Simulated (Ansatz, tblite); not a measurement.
Cost and result up the ladder for the cluster V2N2 (the lowest singlet isomer of a short search) (4 atoms). Total charge 0; singlet. Geometry: PBE-D4/def2-SVP.

Cartesian coordinates in Å:
```
V 0.697 -0.976 -0.020
V -0.983 -0.306 0.616
N -0.173 0.428 -0.909
N 0.460 0.854 0.314
```

Ansatz on 4 threads of Arm Neoverse V1 on a shared host; xTB runs through tblite on one thread. Times are rough, summed over both states, and most runs start from the orbitals of an earlier one. RPA@PBE/def2-TZVP serves as the yardstick here, not as an exact answer. The other state is a triplet at its own geometry.

The xTB rows come from tblite. Correlated methods freeze 12 core orbitals; core or outer-core shells of V are correlated, in sets that lack core-valence functions. The structure comes from a short search, and lower isomers may exist.

Run but left out: HF/STO-3G, BHLYP-D4/def2-TZVP (singlet: restricted singlet, unstable in another Hartree–Fock run and untested here); PBE0-D4/def2-TZVP (singlet: restricted singlet, unstable towards broken spin symmetry); LC-ωPBE/def2-TZVP, ωB97X-V/def2-TZVP (triplet: ⟨S²⟩ 2.85 to 3.18, where a pure state has 2.00).

Correlated methods converge slowly with the basis.

xTB has no spin-polarisation term.

```
                level  functions  triplet − singlet (eV)  difference from RPA@PBE/def2-TZVP (eV)                                   remarks
     PBE-D4/def2-TZVP        152                    0.29                                    0.01                                         –
             GFN1-xTB         26                   -1.21                                   -1.49                                         –
    BLYP-D4/def2-TZVP        152                    0.31                                    0.03                                         –
LDA (SPW92)/def2-TZVP        152                    0.32                                    0.05                                         –
    RPA@PBE/def2-TZVP        152                    0.28                                    0.00  test for broken spin undecided (singlet)
             GFN2-xTB         26                   -1.09                                   -1.37                                         –
```

Task: Estimate how long each takes.

Result: GFN2-xTB 0.008 s; GFN1-xTB 0.009 s; LDA (SPW92)/def2-TZVP 3.6 s; PBE-D4/def2-TZVP 10 s; BLYP-D4/def2-TZVP 11 s; RPA@PBE/def2-TZVP 11 s. On shared hardware such times vary by a factor of up to 3.
